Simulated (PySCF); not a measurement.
A structure optimised at PBE-D3(BJ)/def2-SVP, used in a PySCF frequency run:

```
C
C 1 1.3417
H 2 1.1024 1 120.90
H 2 1.1046 3 116.74 1 180.00
C 1 1.5385 2 131.13 3 180.00
H 5 1.1153 1 114.50 2 -63.12
H 5 1.1153 6 108.51 1 -129.28
N 5 1.4773 6 114.27 7 -128.79
H 8 1.0192 5 125.25 6 62.91
B 8 1.4311 9 140.77 5 180.00
O 10 1.3666 8 134.77 9 0.00
H 11 0.9732 10 112.85 8 0.00
```

Question: Write its SMILES, formula and point group.

Answer: C=C1CNB1O, C3H6BNO, Cs

Question: What are its rotational constants (standard atomic weights)?

Answer: 5.3272, 3.4868, 2.1369 GHz
